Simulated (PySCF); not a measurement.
**Simulated characterisation data**

Theory: shieldings: GIAO PBE0/pcSseg-1, coordinates at the GFN2-xTB level, in PySCF (isolated molecule, one conformer, relativity neglected, rapidly exchanging positions averaged).

δ = σ(ref) − σ, references computed at the same level: TMS for $^{1}$H (σ = 31.72 ppm), $^{13}$C (σ = 186.93 ppm). Splittings of carbon signals by F and P are missing where no couplings were computed. Where no couplings were computed, multiplicities follow the n + 1 count of equivalent neighbours, and m marks all less simple cases (inequivalent or close neighbours, rings, F or P nearby). Shifts are as computed. Against solution values, carbons near 30 ppm lie about +3 ppm off and those near 130 ppm about +5 ppm. Of 1211 compounds with measured shifts, 218 miss one by over three times the rms of a fit or turn the order of signals round; such compounds aren't used in these exercises.

Compound 1 (C7H9P). $^{1}$H NMR (500 MHz, computed): δ 8.78 (m, 2H), 7.46 (m, 1H), 2.64 (s, 6H). $^{13}$C{$^{1}$H} NMR (computed): δ 161.2, 148.1, 136.3, 28.3. Structure: `Cc1cpcc(C)c1`.

Compound 2 (C7H6O3). $^{1}$H NMR (500 MHz, computed): δ 7.51 (m, 1H), 6.86 (m, 1H), 6.80 (m, 1H), 6.39 (s, 1H), 5.60 (m, 1H), 5.56 (m, 1H). $^{13}$C{$^{1}$H} NMR (computed): δ 209.1 (C), 156.4 (C), 147.1 (CH), 118.8 (CH), 118.1 (CH), 101.2 (CH), 92.4 (CH2). Structure: `InChI=1S/C7H6O3/c8-5-4-10-7(5)6-2-1-3-9-6/h1-3,7H,4H2/t7-/m1/s1`.

Compound 3 (C9H12). $^{1}$H NMR (500 MHz, computed): δ 7.61 (m, 2H), 7.51 (m, 1H), 7.46 (m, 2H), 2.65 (t, 2H), 1.55 (m, 2H), 0.83 (t, 3H). $^{13}$C{$^{1}$H} NMR (computed): δ 148.2 (C), 134.8 (CH), 133.9 (CH), 131.3 (CH), 42.0 (CH2), 30.1 (CH2), 14.0 (CH3). Structure: propylbenzene.
